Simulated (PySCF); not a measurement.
**Correlation energy of Fe (iron, neutral)**

[Ar] 3d6 4s2, high-spin 5D determinant. Computed with PySCF 2.14 in ANO-RCC-VTZP (6s5p3d2f1g, 59 functions), with scalar relativity by spin-free X2C-1e. Frozen: [Ne]; 16 electrons correlated.

```json
{"level": "CCSD", "correlation energy (mhartree)": "-492.68"}
{"level": "(T)", "correlation energy (mhartree)": "-12.94"}
{"level": "CCSD(T)", "correlation energy (mhartree)": "-505.62"}
```

Diagnostics: T1 = 0.018, D1 = 0.0680, largest double amplitude 0.113.

Cost of the coupled-cluster step: about 15 core-seconds, for 16 correlated electrons.

Iterations:

```
CC2 = 0
CCSD nocc = (np.int64(10), np.int64(6)), nmo = (54, 54)
frozen orbitals [[0, 1, 2, 3, 4], [0, 1, 2, 3, 4]]
max_cycle = 100
direct = 0
conv_tol = 1e-08
conv_tol_normt = 1e-06
diis_space = 8
diis_start_cycle = 0
Init t2, MP2 energy = -0.493424434021071
Init E_corr(UCCSD) = -0.493424434022087
cycle = 1  E_corr(UCCSD) = -0.479212888270303  dE = 0.0142115458  norm(t1,t2) = 0.0884733
cycle = 2  E_corr(UCCSD) = -0.49106830136404  dE = -0.0118554131  norm(t1,t2) = 0.0322133
cycle = 3  E_corr(UCCSD) = -0.490861860146402  dE = 0.000206441218  norm(t1,t2) = 0.0178335
cycle = 4  E_corr(UCCSD) = -0.492615072983246  dE = -0.00175321284  norm(t1,t2) = 0.00796065
cycle = 5  E_corr(UCCSD) = -0.492713903038112  dE = -9.88300549e-05  norm(t1,t2) = 0.00138625
cycle = 6  E_corr(UCCSD) = -0.49264459504308  dE = 6.9307995e-05  norm(t1,t2) = 0.000768841
cycle = 7  E_corr(UCCSD) = -0.492676788401127  dE = -3.2193358e-05  norm(t1,t2) = 0.00034063
cycle = 8  E_corr(UCCSD) = -0.492688904572496  dE = -1.21161714e-05  norm(t1,t2) = 0.000147113
cycle = 9  E_corr(UCCSD) = -0.492684640730776  dE = 4.26384172e-06  norm(t1,t2) = 7.8978e-05
cycle = 10  E_corr(UCCSD) = -0.492682012223385  dE = 2.62850739e-06  norm(t1,t2) = 4.29241e-05
cycle = 11  E_corr(UCCSD) = -0.492683294888558  dE = -1.28266517e-06  norm(t1,t2) = 2.39672e-05
cycle = 12  E_corr(UCCSD) = -0.492683418873158  dE = -1.239846e-07  norm(t1,t2) = 1.6129e-05
cycle = 13  E_corr(UCCSD) = -0.49268326802045  dE = 1.50852708e-07  norm(t1,t2) = 1.28539e-05
cycle = 14  E_corr(UCCSD) = -0.492683130339369  dE = 1.37681081e-07  norm(t1,t2) = 1.08075e-05
cycle = 15  E_corr(UCCSD) = -0.492683113413845  dE = 1.69255245e-08  norm(t1,t2) = 7.30191e-06
cycle = 16  E_corr(UCCSD) = -0.492683241143511  dE = -1.27729667e-07  norm(t1,t2) = 3.9632e-06
cycle = 17  E_corr(UCCSD) = -0.492683292852884  dE = -5.17093728e-08  norm(t1,t2) = 1.93652e-06
cycle = 18  E_corr(UCCSD) = -0.492683272190078  dE = 2.06628064e-08  norm(t1,t2) = 1.00294e-06
cycle = 19  E_corr(UCCSD) = -0.492683265438437  dE = 6.75164064e-09  norm(t1,t2) = 5.1663e-07
UCCSD converged
E(UCCSD) = -1271.839550170601  E_corr = -0.4926832654384373
UCCSD(T) correction = -0.0129391225060201
```
